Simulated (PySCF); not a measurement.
C3H10Si2, SMILES [C@@H]1(C[C@@H]1[SiH3])[SiH3]. The structure is a stationary point at PBE-D3(BJ)/def2-SVP. The structure was generated by enumeration; whether it is a known compound was not checked.

Problem. Give the equilibrium geometry at PBE-D3(BJ)/def2-SVP (PySCF confirms it by a frequency run) as a Z-matrix, and its point group. (An estimate is asked for; the answer gives what the named calculation found.)

Solution. point group C2.
```
C
H 1 1.1059
C 1 1.5143 2 115.18
H 3 1.1027 1 117.63 2 -2.98
H 3 1.1027 4 113.79 1 145.18
C 3 1.5143 4 118.59 5 144.82
H 6 1.1059 3 115.18 4 -146.47
Si 1 1.8781 2 114.95 3 -147.32
H 8 1.5059 1 111.23 2 -62.16
H 8 1.5063 9 108.29 1 -122.78
H 8 1.5072 9 108.80 10 -118.22
Si 6 1.8781 7 114.95 3 -147.32
H 12 1.5059 6 111.23 7 -62.16
H 12 1.5063 13 108.29 6 -122.78
H 12 1.5072 13 108.80 14 -118.22
```
Charge 0, spin multiplicity 1.
